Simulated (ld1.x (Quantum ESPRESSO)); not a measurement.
## Zn, RRKJ: configuration errors across variants

```json
{
 "Element": "Zn (Z = 30)",
 "Generator": "ld1.x (Quantum ESPRESSO) 7.5",
 "Type": "norm-conserving RRKJ (Kleinman–Bylander form)",
 "Functional": "revPBE",
 "Relativity": "fully relativistic",
 "Frozen core": "[Ne] 3s2",
 "Valence charge": "18",
 "Reference configuration": "3p6 3d10 4s2 4p0",
 "Partial waves": "4s (bound): rc 1.90 bohr; 3p (bound): rc 0.70 bohr; 3d (bound): rc 1.40 bohr",
 "Local potential": "the d channel",
 "Core correction": "none",
 "rho0": "0.001"
}
```

Open shells are filled in proportion to 2j + 1 (rel_dist='average').

All-electron excitation energies from the reference (eV): (1) 3p6 3d10 4s1 4p0 9.776; (2) 3p6 3d10 4s0 4p0 28.040; (3) 3p6 3d9 4s0 4p0 68.450; (4) 3p6 3d9 4s2 4p0 17.834; (5) 3p5 3d10 4s2 4p0 92.043; (6) 3p6 3d8 4s0 4p0 130.151; (7) 3p6 3d10 4s1 4p1 5.055.

Tests that are not counted but printed errors over 1 eV. “wave 4s (bound): rc 1.90 bohr becomes 4s (bound): rc 2.10 bohr”: all (the test run did not reproduce the reference configuration, from which every error is measured). “wave 4s (bound): rc 1.90 bohr becomes 4s (bound): rc 2.32 bohr”: all (the test run did not reproduce the reference configuration, from which every error is measured). “wave 4s (bound): rc 1.90 bohr becomes 4s (bound): rc 2.74 bohr”: 3p6 3d9 4s2 4p0 (pseudo-atom not self-consistent, printed error -4092 eV); 3p5 3d10 4s2 4p0 (solver errors, printed error -18.7 eV).

2 further variants failed, have other tests or too few solved ones, and are left out.

A true bound ghost makes a file unfit for plane-wave use even where its test errors are small: the radial tests pick states by their node count and pass the ghost by. Where a test does run into it, the solver fails or the error is huge.

Errors AE − PS in meV (a dash: test not solved or not reliable):

| change | (1) | (2) | (3) | (4) | (5) | (6) | (7) | bound ghosts |
| --- | --- | --- | --- | --- | --- | --- | --- | --- |
| base | -3.7 | -24 | +14 | -81 | -368 | -16 | -239 | s |
| wave 4s (bound): rc 1.90 bohr becomes 4s (bound): rc 1.76 bohr | -3.6 | -24 | +5.5 | -76 | -363 | -34 | -239 | s |
| wave 4s (bound): rc 1.90 bohr becomes 4s (bound): rc 2.10 bohr | – | – | – | – | – | – | – | s |
| wave 4s (bound): rc 1.90 bohr becomes 4s (bound): rc 2.32 bohr | – | – | – | – | – | – | – | s |
| wave 4s (bound): rc 1.90 bohr becomes 4s (bound): rc 2.74 bohr | -2.4 | -21 | -32 | – | – | -124 | -239 | s |

**Question.** Give the same row for: wave 4s (bound): rc 1.90 bohr becomes 4s (bound): rc 2.60 bohr.

**Answer.** -2.5, -21, -26, -55, –, -111, -239; bound ghosts: s. Not counted: 3p5 3d10 4s2 4p0 (solver errors, printed error -18.7 eV).
